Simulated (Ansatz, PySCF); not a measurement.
ClH6NSSi2, SMILES N[SiH2]S[SiH2]Cl. Atoms are numbered in the order given.

```xyz
11

Si     1.4228    -0.5583     0.6764
Cl     1.9232     1.4652     0.5853
S     -0.0104    -1.0711    -0.8181
Si    -1.6066     0.3367    -0.2731
N     -3.1830    -0.3119    -0.5133
H      0.9053    -0.7978     2.0477
H      2.6401    -1.3636     0.4123
H     -1.4915     1.5354    -1.1393
H     -1.4013     0.6595     1.1637
H     -3.5827    -0.3160    -1.4472
H     -3.4885    -1.1256     0.0131
```

Coordinates come from a B3LYP-D3(BJ)/def2-SVP optimisation. The structure was generated by enumeration, and PubChem lists no compound with its InChIKey, so it may never have been made. One conformer was computed; it need not be the lowest.

Two levels are set side by side: PBE-D3(BJ)/def2-SVP (Ansatz, a program for electronic structure) and B3LYP-D3(BJ)/def2-SVP (Ansatz). Each level has its own optimised geometry; the coordinates shown are those of the second. Frequencies come from the Hessian of PySCF at each geometry. Differences are taken from unrounded values.

```json
[
 {"quantity": "mean bond length (Å)", "B3LYP-D3(BJ)": "1.611", "PBE-D3(BJ)": "1.620", "PBE-D3(BJ) minus B3LYP-D3(BJ)": "0.010"},
 {"quantity": "bond Si1–Cl2 (Å)", "B3LYP-D3(BJ)": "2.086", "PBE-D3(BJ)": "2.086", "PBE-D3(BJ) minus B3LYP-D3(BJ)": "-0.001"},
 {"quantity": "bond Si1–S3 (Å)", "B3LYP-D3(BJ)": "2.133", "PBE-D3(BJ)": "2.139", "PBE-D3(BJ) minus B3LYP-D3(BJ)": "0.005"},
 {"quantity": "bond S3–Si4 (Å)", "B3LYP-D3(BJ)": "2.197", "PBE-D3(BJ)": "2.202", "PBE-D3(BJ) minus B3LYP-D3(BJ)": "0.005"},
 {"quantity": "bond Si4–N5 (Å)", "B3LYP-D3(BJ)": "1.721", "PBE-D3(BJ)": "1.734", "PBE-D3(BJ) minus B3LYP-D3(BJ)": "0.013"},
 {"quantity": "bond Si1–H6 (Å)", "B3LYP-D3(BJ)": "1.485", "PBE-D3(BJ)": "1.503", "PBE-D3(BJ) minus B3LYP-D3(BJ)": "0.018"},
 {"quantity": "bond Si1–H7 (Å)", "B3LYP-D3(BJ)": "1.483", "PBE-D3(BJ)": "1.497", "PBE-D3(BJ) minus B3LYP-D3(BJ)": "0.014"},
 {"quantity": "bond Si4–H8 (Å)", "B3LYP-D3(BJ)": "1.483", "PBE-D3(BJ)": "1.497", "PBE-D3(BJ) minus B3LYP-D3(BJ)": "0.014"},
 {"quantity": "bond Si4–H9 (Å)", "B3LYP-D3(BJ)": "1.487", "PBE-D3(BJ)": "1.499", "PBE-D3(BJ) minus B3LYP-D3(BJ)": "0.012"},
 {"quantity": "bond N5–H10 (Å)", "B3LYP-D3(BJ)": "1.016", "PBE-D3(BJ)": "1.024", "PBE-D3(BJ) minus B3LYP-D3(BJ)": "0.008"},
 {"quantity": "bond N5–H11 (Å)", "B3LYP-D3(BJ)": "1.016", "PBE-D3(BJ)": "1.024", "PBE-D3(BJ) minus B3LYP-D3(BJ)": "0.008"},
 {"quantity": "highest harmonic wavenumber (cm⁻¹)", "B3LYP-D3(BJ)": "3657", "PBE-D3(BJ)": "3578", "PBE-D3(BJ) minus B3LYP-D3(BJ)": "-79"},
 {"quantity": "mean harmonic wavenumber (cm⁻¹)", "B3LYP-D3(BJ)": "1057", "PBE-D3(BJ)": "1028", "PBE-D3(BJ) minus B3LYP-D3(BJ)": "-30"},
 {"quantity": "zero-point energy (kcal/mol)", "B3LYP-D3(BJ)": "40.80", "PBE-D3(BJ)": "39.66", "PBE-D3(BJ) minus B3LYP-D3(BJ)": "-1.14"}
]
```

GGA bonds tend to be longer and softer than those of functionals with exact exchange. Differences between two approximate levels are no errors against the true value.
